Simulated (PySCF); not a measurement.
Triethylenediamine, C6H12N2.
Z-matrix (Å and degrees, PBE0-D3(BJ)/def2-SVP geometry), rows numbered from 1:
```
C 
C   1  1.5562
N   2  1.4565  1  109.62
C   3  1.4563  2  109.33  1    59.78
C   4  1.5563  3  109.61  2   -59.88
N   5  1.4564  4  109.64  3     0.11
C   6  1.4564  1  109.32  2    59.79
C   3  1.4564  2  109.34  1   -59.85
H   1  1.1021  2  111.64  3   120.25
H   1  1.1022  2  111.63  3  -120.07
H   2  1.1022  1  111.64  3   120.17
H   2  1.1022  1  111.63  3  -120.15
H   4  1.1022  3  108.44  2   178.02
H   4  1.1022  3  108.43  2    62.20
H   5  1.1022  4  111.63  3  -120.04
H   5  1.1022  4  111.63  3   120.28
H   7  1.1022  6  108.44  1   177.98
H   7  1.1022  6  108.41  1    62.17
H   8  1.1022  3  108.43  2   -62.36
H   8  1.1021  3  108.41  2  -178.19
```

Level: CAM-B3LYP/def2-SVPD in PySCF, non-relativistic, on one gas-phase PBE0-D3(BJ)/def2-SVP geometry that isn't relaxed in the solvent. The solvent is an IEF-PCM continuum (Bondi radii, 1.10 Å for H, scaled by 1.2), and excitations are vertical TDDFT with non-equilibrium linear response and a frozen core. Only the electrostatic response of the medium enters.

Gas-phase singlets (H = HOMO, L = LUMO):

| state | E (eV) | λ (nm) | f | leading configuration |
| --- | --- | --- | --- | --- |
| S1 | 5.247 | 236 | 0.000 | H→L 92% |
| S2 | 6.070 | 204 | 0.054 | H→L+1 89% |
| S3 | 6.071 | 204 | 0.054 | H→L+2 89% |
| S4 | 6.181 | 201 | 0.009 | H→L+3 91% |
| S5 | 6.455 | 192 | 0.000 | H→L+8 91% |

Problem. How does the list change in chloroform (ε = 4.711)?

Solution. 
| state | E (eV) | λ (nm) | f | leading configuration | change by rank (eV) |
| --- | --- | --- | --- | --- | --- |
| S1 | 5.370 | 231 | 0.000 | H→L 91% | +0.123 |
| S2 | 6.212 | 200 | 0.006 | H→L+1 92% | +0.142 |
| S3 | 6.236 | 199 | 0.065 | H→L+2 89% | +0.165 |
| S4 | 6.237 | 199 | 0.065 | H→L+3 89% | +0.056 |
| S5 | 6.595 | 188 | 0.000 | H→L+8 91% | +0.140 |

Problem. How does the list change in acetonitrile (ε = 35.69)?

Solution. 
```json
{"state": "S1", "E (eV)": "5.435", "λ (nm)": "228", "f": "0.000", "leading configuration": "H→L 91%", "change by rank (eV)": "+0.188"}
{"state": "S2", "E (eV)": "6.227", "λ (nm)": "199", "f": "0.004", "leading configuration": "H→L+1 92%", "change by rank (eV)": "+0.157"}
{"state": "S3", "E (eV)": "6.324", "λ (nm)": "196", "f": "0.060", "leading configuration": "H→L+2 88%", "change by rank (eV)": "+0.253"}
{"state": "S4", "E (eV)": "6.324", "λ (nm)": "196", "f": "0.060", "leading configuration": "H→L+3 88%", "change by rank (eV)": "+0.143"}
{"state": "S5", "E (eV)": "6.666", "λ (nm)": "186", "f": "0.000", "leading configuration": "H→L+8 91%", "change by rank (eV)": "+0.211"}
```

Problem. The ground-state energy changes by -0.208 eV from gas to acetonitrile. By how much does the total energy of gas-phase S1 change?

Solution. E(S1) = E(S0) + excitation energy, so it changes by -0.208 + 0.188 = -0.020 eV: it is lowered less than the ground state, which is what a blue shift means. This is the vertical state, with the slow part of the continuum still set for S0.

Problem. How do the frontier levels move from gas to acetonitrile?

Solution. 
```json
{"orbital": "LUMO+2", "gas (eV)": "2.05", "solvent (eV)": "2.27", "change (eV)": "+0.22"}
{"orbital": "LUMO+1", "gas (eV)": "2.04", "solvent (eV)": "2.16", "change (eV)": "+0.12"}
{"orbital": "LUMO", "gas (eV)": "1.34", "solvent (eV)": "1.54", "change (eV)": "+0.20"}
{"orbital": "HOMO", "gas (eV)": "-6.74", "solvent (eV)": "-6.76", "change (eV)": "-0.02"}
{"orbital": "HOMO-1", "gas (eV)": "-8.94", "solvent (eV)": "-9.07", "change (eV)": "-0.13"}
{"orbital": "HOMO-2", "gas (eV)": "-10.50", "solvent (eV)": "-10.35", "change (eV)": "+0.15"}
{"orbital": "HOMO-3", "gas (eV)": "-10.50", "solvent (eV)": "-10.37", "change (eV)": "+0.13"}
```

The HOMO–LUMO gap goes from 8.08 to 8.30 eV. Rows go by rank; for HOMO-3, HOMO-2, LUMO+1 and LUMO+2 the atom shares or the degeneracy differ between the runs, so the row needn't follow one orbital.
